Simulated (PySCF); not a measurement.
C3H10Sn, SMILES CC[CH2][SnH3]. Heavy atoms are numbered as in [SnH3:1][CH2:2][CH2:3][CH3:4]. Hydrogens are named by the atom that carries them.

The structure is a stationary point at B3LYP-D3(BJ)/def2-SVP. The structure was generated by enumeration; whether it is a known compound was not checked. The def2 effective core potentials stand for the cores of Sn; spin–orbit coupling is left out. One conformer was computed; it need not be the lowest.

The numbers are results of HF/def2-TZVP in PySCF, not measurements.

ESP charges are fitted to the potential on shells at 1.4 to 2.0 van der Waals radii. Atomic charges (e), one atom of each kind:

```csv
atom,Löwdin,ESP fit,Mulliken
Sn1 (SnH3),0.47,0.51,0.46
C2 (CH2),-0.44,-0.31,-0.46
C3 (CH2),-0.31,0.20,-0.11
C4 (CH3),-0.29,-0.36,-0.33
H on Sn1,-0.09,-0.15,-0.10
H on C2,0.12,0.07,0.12
H on C3,0.13,0.00,0.09
H on C4,0.11,0.10,0.10
```
